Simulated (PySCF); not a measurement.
2-bromobuta-1,3-diene (C4H5Br), SMILES BrC(=C)C=C. Atoms are numbered in the order given.

```xyz
10

C     -1.3278    -1.9897     0.0000
C     -0.0020    -1.8168     0.0000
C      0.7209    -0.5497     0.0000
C      2.0569    -0.4573     0.0000
Br    -0.3087     1.0450     0.0000
H     -2.0132    -1.1383     0.0000
H     -1.7588    -2.9931     0.0000
H      0.6564    -2.6931     0.0000
H      2.6563    -1.3718     0.0000
H      2.5750     0.5023     0.0000
```
Charge 0, spin multiplicity 1.

Geometry optimised at PBE0-D3(BJ)/def2-SVP. One conformer was computed; it need not be the lowest.

Calculation: B3LYP/pcSseg-1 run with PySCF.

GIAO shieldings, no solvent; atoms listed in one row are averaged. δ = σ(ref) − σ: ¹³C against TMS (σ = 181.3 ppm); ¹H against TMS (σ = 31.68 ppm), references at their B3LYP-D3(BJ)/def2-TZVP geometries, non-relativistic (without spin–orbit terms, shifts of atoms bonded to Cl or Br come out too high).

| nucleus | atoms | count | δ (ppm) |
|---|---|---|---|
| ¹³C | C3 | 1 | 156.3 |
| ¹³C | C2 | 1 | 145.4 |
| ¹³C | C1 | 1 | 129.9 |
| ¹³C | C4 | 1 | 129.8 |
| ¹H | H8 | 1 | 6.67 |
| ¹H | H6 | 1 | 6.19 |
| ¹H | H9, H10 | 2 | 5.93 |
| ¹H | H7 | 1 | 5.80 |
